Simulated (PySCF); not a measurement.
A calculated (r2SCAN, PySCF 2.14, def2-QZVPPD, no relativity, point nucleus) atom or ion has these occupied shells.

```csv
shell,electrons,orbital energy (eV),"rms radius, mean of both spins (bohr)"
1s α,1,-8774.5,0.0613
1s β,1,-8774.5,0.0613
2s β,1,-1050.5,0.259
2s α,1,-1050.5,0.259
2p β,3,-919.30,0.230
2p α,3,-919.25,0.230
3s β,1,-114.68,0.776
3s α,1,-114.59,0.776
3p β,3,-73.292,0.821
3p α,3,-73.214,0.821
3d α,5,-5.228,1.23
4s α,1,-5.117,3.20
3d β,5,-5.095,1.23
```

Q: Name the element and its charge.

A: Cu (copper, neutral), in [Ar] 3d10 4s1, 2S determinant.
